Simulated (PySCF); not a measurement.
# SiSb under electron impact: the energy ladder

PBE0 in PySCF with def2-TZVPPD on every atom (core potentials on Sb), for the lowest determinant that a PBE0 search found; no spin–orbit coupling.

```json
{"species": "SiSb", "state (unpaired electrons)": "doublet (π ↑)", "Re (Å)": "2.373", "ωe (cm⁻¹)": "432", "energy of the minimum from the neutral (eV)": "0.00", "De (eV)": "2.83", "dissociates to": "Si + Sb"}
{"species": "SiSb⁺", "state (unpaired electrons)": "triplet (π ↑↑)", "Re (Å)": "2.520", "ωe (cm⁻¹)": "357", "energy of the minimum from the neutral (eV)": "7.99", "De (eV)": "3.05", "dissociates to": "Si⁺ + Sb"}
{"species": "SiSb⁻", "state (unpaired electrons)": "singlet (closed shell)", "Re (Å)": "2.299", "ωe (cm⁻¹)": "472", "energy of the minimum from the neutral (eV)": "-2.61", "De (eV)": "4.19", "dissociates to": "Si⁻ + Sb"}
```

**Question.** Work out the lowest energy to break SiSb into atoms, from its vibrational ground state.

**Answer.** D0 = De − ωe/2 = 2.83 − 0.03 = 2.80 eV (PBE0/def2-TZVPPD).

**Question.** Work out the ionisation energy of the Si atom at this level and the threshold of dissociative ionisation.

**Answer.** IE(Si) = 7.99 + 3.05 − 2.83 = 8.21 eV, so Si⁺ + Sb + e⁻ appears at D0 + IE(Si) = 11.01 eV (PBE0/def2-TZVPPD). The measured IE(Si) is 8.152 eV (NIST ASD).

**Question.** Work out the electron affinity of the Si atom and the threshold of dissociative attachment.

**Answer.** EA(Si) = 2.83 − 4.19 − (-2.61) = 1.25 eV, so Si⁻ + Sb needs D0 − EA(Si) = 1.55 eV (PBE0/def2-TZVPPD). The measured EA(Si) is 1.39 eV.

These are thermodynamic thresholds; the onsets seen under electron impact lie higher where the geometry changes, and cross-sections peak well above them.

Spin–orbit coupling is left out, which matters for elements this heavy, above all for dissociation energies. For an ion De counts to the pair picked by the measured ionisation energies or electron affinities, which need not be the lowest pair at this level. States were picked by a PBE0 search and need not be the measured ground states.
